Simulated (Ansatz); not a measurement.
`F[Si](F)(Cl)[SiH2]Cl` + `[OH][GeH3]` → `Cl[SiH2][O][GeH3]` + `F[SiH](F)Cl`  (cleavage of the Si–Si bond)

Calculated with Ansatz (gas phase, PBE0-D4/def2-TZVP geometries, no zero-point term in ΔE). CBS: MP2 limit from def2 TZ/QZ plus the TZ coupled-cluster correction, frozen cores. DFT in def2-TZVPP. For Ge outer-core shells are correlated without core-valence functions, which leaves a few kJ/mol of doubt a bond. Scalar relativity is left out up to krypton. Each species was taken in one conformer, which may not be the lowest.

(1) Is it downhill or uphill in electronic energy at CCSD(T)/CBS, and by how much? (Estimate.)

(2) What do these levels give: revPBE-D4, BLYP-D4, r2SCANh-D4, ωB97X-V, PBE-QIDH, PBE, r2SCANh, LC-ωPBE, RPA@PBE/def2-TZVPP, MP2/def2-SVP, CCSD/def2-SVP, CCSD(T)/def2-SVP? (An estimate is asked.)

Largest T1 diagnostic among the species: 0.011.

Answers

(1) Ansatz gave: Downhill: ΔE = -139.0 kJ/mol.

(2) Computed: revPBE-D4 -106.4, BLYP-D4 -123.4, r2SCANh-D4 -132.9, ωB97X-V -133.3, PBE-QIDH -136.4, PBE -109.1, r2SCANh -133.5, LC-ωPBE -128.3, RPA@PBE/def2-TZVPP -140.2, MP2/def2-SVP -146.9, CCSD/def2-SVP -142.1, CCSD(T)/def2-SVP -139.6 kJ/mol.

Leaving LDA and LC-ωPBE aside and taking each functional with its dispersion term where it has one, the values, not all of them listed here, spread over 38.7 kJ/mol, from BHLYP-D4 to revPBE-D4. LDA lies −5.9 kJ/mol from PBE without D4. In def2-TZVPP, CCSD(T) changes the Hartree–Fock value by +22.6 kJ/mol (the triples alone add +3.2 kJ/mol) and MP2 by +15.3 kJ/mol. From r2SCAN to r2SCAN0 (25 % exact exchange), in def2-TZVPP and without D4, ΔE moves by −5.2 kJ/mol.
